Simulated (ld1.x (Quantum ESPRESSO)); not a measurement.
## Configuration tests for Er (Z = 68) (RRKJ)

```json
{"Element": "erbium", "Generator": "ld1.x (Quantum ESPRESSO) 7.5", "Type": "norm-conserving RRKJ (Kleinman–Bylander form)", "Functional": "PBE", "Relativity": "fully relativistic", "Frozen core": "[Xe]", "Valence charge": "14", "Reference configuration": "4f11 5d1 6s2 6p0", "Partial waves": "6p (bound, empty): rc 4.92 bohr; 5d (bound): rc 2.55 bohr; 4f (bound): rc 0.75 bohr; 6s (bound): rc 2.40 bohr", "Local potential": "the s channel", "Core correction": "a·sin(br)/r model core inside 0.60 bohr", "rho0": "0.02"}
```

Open shells are filled in proportion to 2j + 1 (rel_dist='average').

Energies are relative to the spin-unpolarised reference configuration 4f11 5d1 6s2 6p0; without spin polarisation the order of configurations can differ from experiment. Not all tests gave a result: 2 of 7 tests not solved or not reliable. Left out of the table: 4f12 5d0 6s2 6p0 (pseudo-atom not self-consistent, printed error -2301 eV); 4f12 5d0 6s1.5 6p0 (pseudo-atom not self-consistent, printed error -2335 eV).

Task: Give the all-electron excitation energy and the error of the potential for: 4f12 5d0 6s1 6p0; 4f12 5d0 6s0 6p0; 4f11 5d0 6s0 6p0; 4f11 5d1 6s1 6p0; 4f12 5d1 6s0 6p0.

Result:

| valence configuration | charge | ΔE all-electron (eV) | error AE − PS (meV) |
| --- | --- | --- | --- |
| 4f12 5d0 6s1 6p0 | +1 | 1.672 | -1788 |
| 4f12 5d0 6s0 6p0 | +2 | 13.628 | -1892 |
| 4f11 5d0 6s0 6p0 | +3 | 39.753 | -282 |
| 4f11 5d1 6s1 6p0 | +1 | 7.045 | -2.0 |
| 4f12 5d1 6s0 6p0 | +1 | 4.207 | -1987 |

Levels in the configuration 4f12 5d0 6s0 6p0:

| level | all-electron (eV) | pseudo (eV) |
| --- | --- | --- |
| 4f j=5/2 | -18.024 | -14.426 |
| 4f j=7/2 | -16.937 | -13.402 |

These tests converged, but a pseudo level misses the all-electron one widely, so the file describes the atom poorly there or has found another state: 4f12 5d0 6s1 6p0: 4f by 3.2 eV; 4f12 5d0 6s0 6p0: 4f by 3.6 eV; 4f12 5d1 6s0 6p0: 4f by 3.1 eV.
